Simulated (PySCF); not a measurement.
PySCF job for C2H8OTi, SMILES CC[O][TiH3], multiplicity 1, TDDFT-PBE/def2-SVPD. Geometry optimised at PBE-D3(BJ)/def2-SVP. The spin state was assumed, not searched. The structure was generated by enumeration; whether it is a known compound was not checked. Other conformers were not sampled.

```python
import numpy as np
from pyscf import gto, scf, dft, tdscf

mol = gto.M(
    atom='''
    Ti    0.11164856   -1.44051228   -0.00000000
    O    -0.38541620    0.21227959   -0.00000000
    C    -0.66818112    1.59519906    0.00000000
    C     0.61044588    2.41915197   -0.00000000
    H    -1.28821920    1.81748402   -0.89652937
    H    -1.28821920    1.81748403    0.89652936
    H     1.21919853    2.19773185   -0.89887683
    H     0.36622224    3.50043882   -0.00000000
    H     1.21919853    2.19773185    0.89887684
    H     1.04036851   -1.62916353    1.43331890
    H    -1.33544524   -2.36561632   -0.00000001
    H     1.04036852   -1.62916353   -1.43331889
    ''',
    basis='def2-SVPD',
    charge=0,
    spin=0,
    symmetry=True,
    max_memory=1600,
    verbose=4,
)
mf = dft.RKS(mol, xc='pbe').density_fit(auxbasis='def2-universal-jkfit')
mf.grids.level = 3
mf.conv_tol = 1e-9
mf.max_cycle = 100
mf.kernel()
mf.grids = dft.Grids(mol).set(level=1).build(with_non0tab=True)  # coarser grid for the response kernel
td = tdscf.TDDFT(mf)
td.singlet = True
td.nstates = 10
td.conv_tol = 1e-4
td.positive_eig_threshold = 1e-6
td.kernel(x0=td.get_init_guess(mf, 15))
td.analyze()
tt = tdscf.TDA(mf)
tt.singlet = False
tt.nstates = 4
tt.conv_tol = 1e-4
tt.positive_eig_threshold = 1e-6
tt.kernel(x0=tt.get_init_guess(mf, 9))
tt.analyze(verbose=3)
```

Log of the run:

```
PySCF version 2.14.0

[INPUT] verbose = 4
[INPUT] num. atoms = 12
[INPUT] num. electrons = 50
[INPUT] charge = 0
[INPUT] spin (= nelec alpha-beta = 2S) = 0
[INPUT] symmetry True subgroup None
[INPUT] Mole.unit = angstrom
[INPUT] Symbol           X                Y                Z      unit          X                Y                Z       unit  Magmom
[INPUT]  1 Ti     0.111648560000  -1.440512280000   0.000000000000 AA    0.210985200602  -2.722173688273   0.000000000000 Bohr   0.0
[INPUT]  2 O     -0.385416200000   0.212279590000   0.000000000000 AA   -0.728331061971   0.401150286935   0.000000000000 Bohr   0.0
[INPUT]  3 C     -0.668181120000   1.595199060000   0.000000000000 AA   -1.262679318405   3.014489337564   0.000000000000 Bohr   0.0
[INPUT]  4 C      0.610445880000   2.419151970000   0.000000000000 AA    1.153575527069   4.571534677002   0.000000000000 Bohr   0.0
[INPUT]  5 H     -1.288219200000   1.817484020000  -0.896529370000 AA   -2.434381476406   3.434547033574  -1.694194971929 Bohr   0.0
[INPUT]  6 H     -1.288219200000   1.817484030000   0.896529360000 AA   -2.434381476406   3.434547052471   1.694194953032 Bohr   0.0
[INPUT]  7 H      1.219198530000   2.197731850000  -0.898876830000 AA    2.303951313172   4.153111291734  -1.698631028417 Bohr   0.0
[INPUT]  8 H      0.366222240000   3.500438820000   0.000000000000 AA    0.692059734325   6.614870685596   0.000000000000 Bohr   0.0
[INPUT]  9 H      1.219198530000   2.197731850000   0.898876840000 AA    2.303951313172   4.153111291734   1.698631047314 Bohr   0.0
[INPUT] 10 H      1.040368510000  -1.629163530000   1.433318900000 AA    1.966011552522  -3.078672883830   2.708580170163 Bohr   0.0
[INPUT] 11 H     -1.335445240000  -2.365616320000  -0.000000010000 AA   -2.523625757954  -4.470366960601  -0.000000018897 Bohr   0.0
[INPUT] 12 H      1.040368520000  -1.629163530000  -1.433318890000 AA    1.966011571419  -3.078672883830  -2.708580151266 Bohr   0.0

nuclear repulsion = 214.081252189512
point group symmetry = Cs
symmetry origin: [-1.13383565e-09 -2.64561677e-09  0.00000000e+00]
symmetry axis x: [ 1.00000000e+00 -7.89398295e-10  3.66266060e-09]
symmetry axis y: [-7.89398295e-10 -1.00000000e+00 -1.56689243e-10]
symmetry axis z: [-3.66266060e-09 -1.56689077e-10  1.00000000e+00]
num. orbitals of irrep A' = 103
num. orbitals of irrep A" = 58
number of shells = 69
number of NR pGTOs = 249
number of NR cGTOs = 161
basis = def2-SVPD
ecp = {}


[settings echo left out]
init E= -1004.8347970595
HOMO (A') = -0.326629724740563  LUMO (A') = -0.189401153470623  gap/eV = 3.73418
cycle= 1 E= -1004.91180738757  delta_E= -0.077  |g|= 0.834  |ddm|= 4.54
HOMO (A') = -0.20791594337205  LUMO (A") = -0.133219510629841  gap/eV = 2.03259
cycle= 2 E= -998.684334106165  delta_E= 6.23  |g|= 5.56  |ddm|= 3.26
HOMO (A') = -0.186857128846017  LUMO (A') = -0.0423514018124882  gap/eV = 3.93220
cycle= 3 E= -1004.9014739655  delta_E= -6.22  |g|= 0.798  |ddm|=  3.3
HOMO (A') = -0.255204589874247  LUMO (A') = -0.16330291321843  gap/eV = 2.50077
cycle= 4 E= -1004.9156556489  delta_E= -0.0142  |g|= 0.729  |ddm|= 1.71
HOMO (A') = -0.249985230840249  LUMO (A') = -0.128785851126052  gap/eV = 3.29800
cycle= 5 E= -1005.052339227  delta_E= -0.137  |g|= 0.163  |ddm|= 0.648
HOMO (A') = -0.245288994991113  LUMO (A') = -0.123592116208258  gap/eV = 3.31154
cycle= 6 E= -1005.05826572008  delta_E= -0.00593  |g|= 0.0439  |ddm|= 0.147
HOMO (A') = -0.242972697248085  LUMO (A') = -0.119355606248009  gap/eV = 3.36379
cycle= 7 E= -1005.05876102394  delta_E= -0.000495  |g|= 0.0108  |ddm|= 0.071
HOMO (A') = -0.244606110143751  LUMO (A') = -0.120848667954253  gap/eV = 3.36761
cycle= 8 E= -1005.05879596969  delta_E= -3.49e-05  |g|= 0.00159  |ddm|= 0.0274
HOMO (A') = -0.244586337706414  LUMO (A') = -0.120902241558095  gap/eV = 3.36562
cycle= 9 E= -1005.05879644912  delta_E= -4.79e-07  |g|= 0.000633  |ddm|= 0.00256
HOMO (A') = -0.244583903666692  LUMO (A') = -0.120877199999597  gap/eV = 3.36623
cycle= 10 E= -1005.0587965305  delta_E= -8.14e-08  |g|= 0.000218  |ddm|= 0.000777
HOMO (A') = -0.244572999255396  LUMO (A') = -0.120882874172595  gap/eV = 3.36578
cycle= 11 E= -1005.05879654579  delta_E= -1.53e-08  |g|= 3.15e-05  |ddm|= 0.00032
HOMO (A') = -0.244572696732431  LUMO (A') = -0.120884656645114  gap/eV = 3.36572
cycle= 12 E= -1005.05879654594  delta_E= -1.51e-10  |g|= 1.7e-05  |ddm|= 4.8e-05
HOMO (A') = -0.244571951496734  LUMO (A') = -0.120878608503271  gap/eV = 3.36587
Extra cycle  E= -1005.05879654452  delta_E= 1.42e-09  |g|= 7.29e-05  |ddm|= 0.000107
converged SCF energy = -1005.05879654452
tot grids = 42768
Overwritten attributes  positive_eig_threshold  of <class 'pyscf.tdscf.rks.CasidaTDDFT'>


******** <class 'pyscf.tdscf.rks.CasidaTDDFT'> for <class 'pyscf.df.df_jk.DFSymAdaptedRKS'> ********
nstates = 10 singlet
deg_eia_thresh = 1.000e-03
wfnsym = None
conv_tol = 0.0001
eigh lindep = 1e-12
eigh level_shift = 0
eigh max_cycle = 100


Excitation energies (eV)
[3.37016925 3.47042693 3.47590638 3.72175634 4.1571392  4.17574353
 4.37283462 4.3780741  4.58013218 4.6723036 ]

** Singlet excitation energies and oscillator strengths **
Excited State   1:   A"      3.37017 eV    367.89 nm  f=0.0000
      24 -> 26       -0.53378
      25 -> 27        0.46341
Excited State   2:   A'      3.47043 eV    357.26 nm  f=0.0008
      24 -> 27       -0.45168
      25 -> 26        0.54027
Excited State   3:   A"      3.47591 eV    356.70 nm  f=0.0008
      24 -> 26       -0.46182
      25 -> 27       -0.53217
Excited State   4:   A'      3.72176 eV    333.13 nm  f=0.0035
      24 -> 27       -0.52990
      24 -> 29        0.10783
      25 -> 26       -0.43854
      25 -> 30        0.10321
Excited State   5:   A'      4.15714 eV    298.24 nm  f=0.0009
      23 -> 26        0.50139
      25 -> 28       -0.49145
Excited State   6:   A"      4.17574 eV    296.92 nm  f=0.0011
      23 -> 27       -0.47434
      24 -> 28        0.51661
Excited State   7:   A'      4.37283 eV    283.53 nm  f=0.0167
      22 -> 27        0.10770
      23 -> 26       -0.47755
      25 -> 28       -0.47481
Excited State   8:   A"      4.37807 eV    283.19 nm  f=0.0150
      22 -> 26       -0.15993
      23 -> 27        0.50038
      24 -> 28        0.44452
Excited State   9:   A"      4.58013 eV    270.70 nm  f=0.0002
      21 -> 27        0.20220
      22 -> 26        0.65788
      24 -> 28        0.12703
Excited State  10:   A"      4.67230 eV    265.36 nm  f=0.0000
      24 -> 30        0.45124
      25 -> 29       -0.53481

** Transition electric dipole moments (AU) **
state          X           Y           Z        Dip. S.      Osc.
  1        -0.0000     -0.0000     -0.0093      0.0001      0.0000
  2         0.0881      0.0405      0.0000      0.0094      0.0008
  3         0.0000      0.0000     -0.0993      0.0099      0.0008
  4         0.0757     -0.1818      0.0000      0.0388      0.0035
  5        -0.0924     -0.0076      0.0000      0.0086      0.0009
  6        -0.0000     -0.0000     -0.1027      0.0105      0.0011
  7         0.3843      0.0922     -0.0000      0.1562      0.0167
  8         0.0000      0.0000      0.3746      0.1403      0.0150
  9         0.0000     -0.0000      0.0462      0.0021      0.0002
 10         0.0000      0.0000     -0.0108      0.0001      0.0000

** Transition velocity dipole moments (imaginary part, AU) **
state          X           Y           Z        Dip. S.      Osc.
  1         0.0000      0.0000     -0.0012      0.0000      0.0000
  2         0.0143      0.0059     -0.0000      0.0002      0.0013
  3        -0.0000     -0.0000     -0.0157      0.0002      0.0013
  4         0.0101     -0.0233      0.0000      0.0006      0.0032
  5        -0.0134     -0.0012     -0.0000      0.0002      0.0008
  6         0.0000      0.0000     -0.0153      0.0002      0.0010
  7         0.0623      0.0153      0.0000      0.0041      0.0171
  8        -0.0000     -0.0000      0.0604      0.0036      0.0151
  9         0.0000     -0.0000      0.0096      0.0001      0.0004
 10         0.0000     -0.0000     -0.0027      0.0000      0.0000

** Transition magnetic dipole moments (imaginary part, AU) **
state          X           Y           Z
  1        -0.5910      2.3063     -0.0000
  2        -0.0000     -0.0000      1.1350
  3         1.1626      0.1973      0.0000
  4        -0.0000     -0.0000      0.1266
  5        -0.0000      0.0000      0.5158
  6        -0.5680     -0.0666     -0.0000
  7        -0.0000     -0.0000      1.0388
  8        -1.0079     -0.2468     -0.0000
  9         0.0122      0.0587     -0.0000
 10         0.1739     -1.0977     -0.0000
Overwritten attributes  positive_eig_threshold  of <class 'pyscf.tdscf.rks.TDA'>


******** <class 'pyscf.tdscf.rks.TDA'> for <class 'pyscf.df.df_jk.DFSymAdaptedRKS'> ********
nstates = 4 triplet
deg_eia_thresh = 1.000e-03
wfnsym = None
conv_tol = 0.0001
eigh lindep = 1e-12
eigh level_shift = 0
eigh max_cycle = 100


Excitation energies (eV)
[2.99255066 2.99905593 3.03250496 3.04190198]

** Triplet excitation energies and oscillator strengths **
Excited State   1:   A'      2.99255 eV    414.31 nm  f=0.0000
Excited State   2:   A"      2.99906 eV    413.41 nm  f=0.0000
Excited State   3:   A'      3.03250 eV    408.85 nm  f=0.0000
Excited State   4:   A"      3.04190 eV    407.59 nm  f=0.0000
```

The run converged.
